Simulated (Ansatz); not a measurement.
```yaml
atoms:
  - { symbol: O, position_ang: [1.1778, 0.0485, 0.0115] }
  - { symbol: C, position_ang: [0.4044, 1.1052, -0.0253] }
  - { symbol: C, position_ang: [-0.9247, 0.7182, 0.0329] }
  - { symbol: C, position_ang: [-0.9979, -0.6901, -0.0134] }
  - { symbol: C, position_ang: [0.3644, -1.0671, -0.0076] }
  - { symbol: H, position_ang: [0.6803, 2.1613, 0.0454] }
  - { symbol: H, position_ang: [-1.8656, 1.3567, -0.0258] }
  - { symbol: H, position_ang: [-1.8408, -1.3006, 0.0388] }
  - { symbol: H, position_ang: [0.6968, -2.1761, 0.0443] }
```

Basis set: 6-31G* (spherical functions). Frozen core: 5 orbitals. Charge 0, multiplicity 1.

Computed with Ansatz (development build ahead of 0.2.0); each method stands on the lowest determinant of its kind that the runs found. Restricted open shells among the atoms or ions are ROHF, correlated in semicanonical orbitals with singles.

The atomization energy at this shape (free ground-state atoms in the same class of orbitals less the molecule, no zero-point energy) of singlet C₄H₄O:

```tsv
method	atomization energy
RHF-MP2	928.82 kcal/mol
```

Problem. What does RHF give?

Solution. 697.44 kcal/mol. Caution: the shape is not the minimum.
